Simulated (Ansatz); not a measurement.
Consider the ligand exchange at a Zn–O bond: `[CH3][Zn][O][AlH][NH2]` + `F[Si](F)(F)S` → `[CH3][Zn][S][Si](F)(F)F` + `[NH2][AlH][OH]`.

Computed with Ansatz on PBE0-D4/def2-TZVP structures; ΔE is electronic, products minus reactants. CCSD(T)/CBS is the MP2 limit (def2-TZVPP, def2-QZVPP) plus CCSD(T) − MP2 in def2-TZVPP, frozen cores. This one scheme is used for every species. Functionals use def2-TZVPP. For Zn outer-core shells are correlated without core-valence functions, which leaves a few kJ/mol of doubt a bond. Scalar relativity is left out up to krypton. One conformer a species, not always the lowest.

| level | ΔE (kJ/mol) | difference from CCSD(T)/CBS |
| --- | --- | --- |
| LDA (SPW92) | -56.2 | 0.5 |
| BLYP-D4 | -49.8 | 6.9 |
| r2SCAN-D4 | -58.6 | -1.9 |
| B97M-V | -55.6 | 1.1 |
| ωB97X-V | -56.2 | 0.5 |
| revPBE | -56.3 | 0.4 |
| PBE0 | -63.2 | -6.5 |
| CAM-B3LYP | -48.0 | 8.7 |
| RPA@PBE/def2-TZVPP | -44.3 | 12.4 |
| HF/def2-SVP | -59.3 | -2.6 |
| MP2/def2-SVP | -47.5 | 9.2 |
| CCSD/def2-SVP | -46.1 | 10.6 |
| HF/def2-TZVPP | -60.3 | -3.6 |
| CCSD(T)/def2-TZVPP | -51.5 | 5.2 |
| HF/CBS(def2) | -56.7 | 0.0 |
| MP2/CBS(def2) | -57.3 | -0.6 |
| CCSD(T)/CBS | -56.7 | 0 |

Largest T1 diagnostic among the species: 0.015.

At CCSD(T), def2-SVP lies +10.9 kJ/mol from the extrapolated value and def2-TZVPP +5.2 kJ/mol. Leaving LDA and LC-ωPBE aside and taking each functional with its dispersion term where it has one, the values, not all of them listed here, spread over 16.2 kJ/mol, from HSE06-D4 to BLYP-D4.

CCSD(T)/CBS has its own doubt, a few kJ/mol and more with outer-core shells, so smaller differences from it don't rank the levels.
